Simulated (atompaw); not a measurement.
How hard is this Tl (Z = 81) PAW (atompaw) potential?

* Element: thallium
* Generator: atompaw 4.2.0.5
* Type: PAW
* Functional: PBEsol
* Relativity: scalar-relativistic
* Frozen core: [Kr] 4d10 4f14
* Valence charge: 21
* Reference configuration: 5s2 5p6 5d10 6s2 6p1
* Partial waves: 5s (bound): rc 1.35 bohr; 6s (bound): rc 1.30 bohr; 5p (bound): rc 1.35 bohr; 6p (bound): rc 1.90 bohr; 5d (bound): rc 1.90 bohr; 5d channel at -0.15 Ry: rc 1.90 bohr
* Local potential: bessel scheme, radius 1.30 bohr
* Core correction: smooth core density matched at 1.90 bohr
* Augmentation charge: sinc compensation charge, radius 1.80 bohr; PAW radius 1.90 bohr; waves and projectors: custom polynom gramschmidtortho

The pseudo-atom Hamiltonian at the reference potential is diagonalised in spherical Bessel functions j_l(qr) that vanish at 20 bohr, with q² up to the cutoff. All-electron valence levels (Ry): 5s -9.6313, 6s -0.7053, 5p -5.5923, 6p -0.1735, 5d -1.1377.

Question: How do the lowest levels (Ry) of each channel move with the cutoff, and are there ghosts?

Answer:

```
cutoff (Ry)     s #1     s #2     s #3     p #1     p #2     d #1    f #1  Σ f·Δε (mRy)
          8  -8.5100  -0.4973  -0.0139  -0.4043   0.0076  -0.1849  0.0990       43496.0
         12  -9.2520  -0.6180  -0.0219  -1.9863  -0.1242  -0.7089  0.0990       26906.0
         21  -9.6090  -0.6984  -0.0270  -5.2749  -0.1732  -1.1231  0.0990        2109.6
         30  -9.6297  -0.7048  -0.0274  -5.5739  -0.1734  -1.1354  0.0990         137.6
         45  -9.6306  -0.7051  -0.0274  -5.5904  -0.1735  -1.1373  0.0990          16.9
         55  -9.6312  -0.7053  -0.0274  -5.5911  -0.1735  -1.1376  0.0990           9.1
         80  -9.6313  -0.7053  -0.0274  -5.5922  -0.1735  -1.1377  0.0990           0.7
        100  -9.6313  -0.7053  -0.0274  -5.5923  -0.1735  -1.1377  0.0990           0.3
        400  -9.6313  -0.7053  -0.0274  -5.5923  -0.1735  -1.1377  0.0990           0.0
```

Result: no extra level below or beside the all-electron valence levels (s, p, d, f tested); 10 mRy is reached at 55 Ry and 1 mRy at 80 Ry.
